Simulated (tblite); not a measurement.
Species: C9H11N.
Cartesian coordinates in Å at the GFN2-xTB level; atoms count from 1:
```xyz
21
C9H11N angstrom
C     -2.574    1.366    0.724
C     -2.375    0.638   -0.358
C     -1.052    0.504   -1.055
C     -0.552   -0.912   -0.955
C     -0.534   -1.747   -1.980
C     -0.075   -1.314    0.421
C      1.162   -0.627    0.727
C      2.188   -0.031    0.932
C      3.410    0.640    1.163
N      3.519    1.500    2.079
H     -3.538    1.434    1.198
H     -1.777    1.933    1.178
H     -3.184    0.068   -0.798
H     -1.170    0.775   -2.106
H     -0.325    1.177   -0.594
H     -0.874   -1.452   -2.958
H     -0.177   -2.760   -1.889
H      0.096   -2.393    0.466
H     -0.830   -1.041    1.165
H      4.216    0.335    0.475
H      4.439    1.925    2.164
```

Method: GFN2-xTB as coded in tblite; computed harmonic values from a numerical Hessian at the method's own geometry, unscaled. The method is semi-empirical: single wavenumbers can be off by several per cent or more. One conformer, not necessarily the lowest. The optimisation stopped once no atom felt more than 0.01 eV/Å.

Lowest wavenumbers of the output (negative numbers stand for imaginary wavenumbers):
```
mode    cm-1
  1     -22.4
  2      18.7
  3      56.0
  4      65.4
  5      81.0
  6     134.4
  7     208.4
  8     212.2
  9     280.2
 10     329.8
 11     372.9
 12     408.2
 13     448.5
 14     516.8
 15     575.7
```

Question: Is this structure a minimum?

Answer: Not by this Hessian. 1 mode is imaginary beyond 20i (22i cm⁻¹), so at this level the point lies at or near a first-order saddle. The curvature is small, so loose convergence or finite differences may be the whole cause.

Question: Which atoms move in the imaginary mode?

Answer: 22i: N10 (imine nitrogen) 51 %, H20 (hydrogen on a C=N carbon) 16 %, C9 (imine carbon) 13 %. These are shares of the mass-weighted motion.

Question: What is the remedy?

Answer: Step along that mode in both directions, optimise again with tighter thresholds and repeat the frequencies. The zero-point energy of this point (105.9 kcal/mol) counts the 56 real modes alone, and thermal corrections from it aren't those of a minimum.
